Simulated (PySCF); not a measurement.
# Splitting trees

Atom-mapped SMILES (the numbers label the heavy atoms): `[OH:1][B:2]([OH:3])[C:4]#[C:5][C:6]([F:7])=[C:8]([F:9])[F:10]`; H(Xn) means a hydrogen on atom n.

- NMR shieldings at PBE0/pcSseg-1/GIAO
- J couplings at B3LYP/pcJ-1 (spin–dipole term only in couplings to heteroatoms)
- structure optimised with PBE0-D3(BJ)/def2-SVP
- code: PySCF 2.14
- a single conformation, non-relativistic Hamiltonian, no solvent model, one averaged value for each set of equivalent atoms

References, each an isolated molecule treated in the same way: TMS for ¹³C; ¹⁹F against CFCl3.

Spectrometer: 500 MHz for ¹H. First-order analysis; couplings under 1 Hz (under 4 Hz in carbon signals) are ignored, and nearly equal couplings are merged; the smaller ones broaden or split the lines further.

**Question.** What pattern does C5 show in the proton-coupled ¹³C spectrum?

**Answer.** A doublet of doublets at δ 87.9: 28.5 Hz to F7 (1 × ¹⁹F, 2 bonds away), 12.7 Hz to F9 (1 × ¹⁹F, 3 bonds away). Lines in Hz from the centre (relative intensity): +20.6 (1), +7.9 (1), -7.9 (1), -20.6 (1). The outer lines are 41.2 Hz apart, the sum of the couplings kept, or 0.328 ppm at this field.

**Question.** What pattern does F7 show (¹⁹F)?

**Answer.** A doublet of doublets at δ -194.1: 143.7 Hz to F9 (1 × ¹⁹F, 3 bonds away), 62.5 Hz to F10 (1 × ¹⁹F, 3 bonds away). Lines in Hz from the centre (relative intensity): +103.1 (1), +40.6 (1), -40.6 (1), -103.1 (1). The outer lines are 206.2 Hz apart, the sum of the couplings kept, or 0.438 ppm at this field.

**Question.** What pattern does F10 show (¹⁹F)?

**Answer.** A doublet of doublets at δ -82.4: 67.7 Hz to F9 (1 × ¹⁹F, 2 bonds away), 62.5 Hz to F7 (1 × ¹⁹F, 3 bonds away). Lines in Hz from the centre (relative intensity): +65.1 (1), +2.6 (1), -2.6 (1), -65.1 (1). The outer lines are 130.2 Hz apart, the sum of the couplings kept, or 0.277 ppm at this field.

**Question.** What pattern does F9 show (¹⁹F)?

**Answer.** A doublet of doublets at δ -108.3: 143.7 Hz to F7 (1 × ¹⁹F, 3 bonds away), 67.7 Hz to F10 (1 × ¹⁹F, 2 bonds away). Lines in Hz from the centre (relative intensity): +105.7 (1), +38.0 (1), -38.0 (1), -105.7 (1). The outer lines are 211.4 Hz apart, the sum of the couplings kept, or 0.449 ppm at this field.

Exchangeable OH/NH protons stand at their gas-phase positions; hydrogen bonding in a real sample shifts them, mostly to higher δ.
